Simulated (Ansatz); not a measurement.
`F[Si]S` + silanol → `[SiH3]O[Si]S` + H–F at 700 K and 1 bar (ligand exchange at the Si–F bond).

Gas-phase electronic energies from Ansatz, PBE0-D4/def2-TZVP geometries. CBS: MP2 limit from def2 TZ/QZ plus the TZ coupled-cluster correction, frozen cores. This one scheme is used for every species. One conformer a species, not always the lowest.

```json
{"species": "`F[Si]S`", "CCSD(T)/CBS energy (Eh)": "-787.30018", "H − E (kJ/mol)": "71.7", "S (J/(mol·K))": "339.1"}
{"species": "`O[SiH3]`", "CCSD(T)/CBS energy (Eh)": "-366.69042", "H − E (kJ/mol)": "144.6", "S (J/(mol·K))": "321.6"}
{"species": "`[SiH3]O[Si]S`", "CCSD(T)/CBS energy (Eh)": "-1053.58849", "H − E (kJ/mol)": "174.0", "S (J/(mol·K))": "457.6"}
{"species": "H–F", "CCSD(T)/CBS energy (Eh)": "-100.39570", "H − E (kJ/mol)": "45.2", "S (J/(mol·K))": "198.5"}
```

H − E and S are ideal-gas, rigid-rotor, harmonic terms from PBE0-D4/def2-TZVP, for one conformer and one mirror image of each species. 1 Eh = 2625.50 kJ/mol, R = 8.31446 J/(mol·K).

Question: By hand: ΔE, ΔH, ΔS and ΔG.

Answer: ΔE = (-1053.58849) + (-100.39570) − (-787.30018) − (-366.69042) = 0.00641 Eh = 16.8 kJ/mol. Δ(H − E) = 174.0 + 45.2 − 71.7 − 144.6 = 2.9, so ΔH = 19.7 kJ/mol. ΔS = 457.6 + 198.5 − 339.1 − 321.6 = -4.6 J/(mol·K). ΔG = 19.7 − 700 × (-4.6)/1000 = 22.9 kJ/mol.

Question: By hand: the equilibrium constant, and the temperature at which ΔG would vanish if ΔH and ΔS stayed fixed.

Answer: log₁₀ K = −ΔG/(RT ln 10) = -1.7. ΔH and −TΔS have one sign here, so there is no such temperature.

The number of gas molecules stays the same, so ΔS is small and ΔH decides. A doubt of 5 kJ/mol in ΔE shifts log₁₀ K by 0.4 here. Other conformers and mirror images would add mixing entropy, several J/(mol·K) or more a flexible species. Modes under 60 cm⁻¹, often nearly free rotors, make the harmonic entropy too high. These are equilibria of isolated gas molecules and say nothing of rates. Largest T1 diagnostic: 0.015 (customary marks: 0.02 for closed shells, 0.045 for open ones).

ΔS is within the doubt of such terms, so its sign, and with it that verdict, could turn.
